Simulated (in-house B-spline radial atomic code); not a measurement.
Multiplet parameters of the 3p2 shell in K VI (K5+) ([Ne] 3s2 3p2). Level of theory: non-relativistic Hartree-Fock, average of configuration, point nucleus; calculated with an all-electron radial atomic-structure program (B-spline basis).

Slater integrals: F^2 = 84456 cm⁻¹. Central-field spin-orbit parameter ζ(3p) = 1920 cm⁻¹ (bare central field on non-relativistic orbitals, without two-electron terms: too large for light atoms, too small for heavy ones).

With F₂ = F^2/25 = 3378 cm⁻¹:

Q: Where do the terms lie in LS coupling, without spin-orbit interaction?

A: In cm⁻¹ above the Hund's-rule term:
| term | expression | energy |
| --- | --- | --- |
| 3P | 0 F₂ | 0 |
| 1D | 6 F₂ | 20269 |
| 1S | 15 F₂ | 50674 |

Q: Is LS coupling a fair picture here?

A: Fits to spectra need these integrals scaled down, since correlation screens the repulsion. Here ζ is 0.57 times F₂, so LS coupling is a fair start, though levels of equal J in close terms still mix.
